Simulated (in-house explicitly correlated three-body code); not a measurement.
Results of a calculation; reference values are marked as such.
# Taking the two-electron ground state apart, Z = 2

A variational code in 260 exponentially correlated functions gives, for two electrons around a point charge Z = 2 (non-relativistic, fixed nucleus, atomic units): E = -2.9037244, <1/r> = 1.688317 per electron, <1/r12> = 0.945818. From its density, U = 2.049137 (Hartree energy) and T_s = 2.867082 (kinetic energy of the doubly filled orbital √(n/2)). Further, <r²> = 1.19348 per electron, <r12²> = 2.51644 and <p1·p2> = 0.159069.

Task: Check the virial theorem, and compare with the screened hydrogenic estimate.

Result: V = −2Z<1/r> + <1/r12> = -6.753268 + 0.945818 = -5.807450, and 2E = -5.807449, so T = −E = 2.903724. A product of 1s orbitals with exponent Z − 5/16 = 1.6875 gives −1.6875² = -2.84766, which is 56.1 millihartree too high.

Task: Find the exchange and correlation energies of density-functional theory.

Result: For two electrons in one orbital E_x = −U/2 = -1.024568. The potential part of correlation is U_c = <1/r12> − U − E_x = -0.078750, the kinetic part T_c = T − T_s = 0.036642, and E_c = T_c + U_c = -0.042108 hartree. Restricted Hartree-Fock gives -2.861680, so the correlation energy of wave-function theory is -0.042044.

Task: What do the second moments say about angular correlation and diamagnetism?

Result: From r12² = r1² + r2² − 2 r1·r2, <r1·r2> = <r²> − <r12²>/2 = -0.06474 bohr². It vanishes for a product of s orbitals, and its negative sign shows that the electrons favour opposite sides of the nucleus. The Langevin susceptibility is −0.79199e-6 × 2<r²> = -1.89e-6 cm³/mol.

Task: How does a nuclear mass of 4.0015 u change the ionisation energy, to first order in m/M (1 hartree = 27.211386 eV)?

Result: m/M = 1/(4.0015 × 1822.8885) = 1.37094e-04. With a fixed nucleus the second electron is bound by −Z²/2 − E = 0.903724 hartree = 24.5916 eV. The reduced mass scales this by 1 − m/M, a change of -3.371 meV. The mass-polarisation term raises the two-electron state by (m/M)<p1·p2> = 21.81 microhartree, a further -0.593 meV. The sum is 24.5876 eV, before relativistic and QED terms.
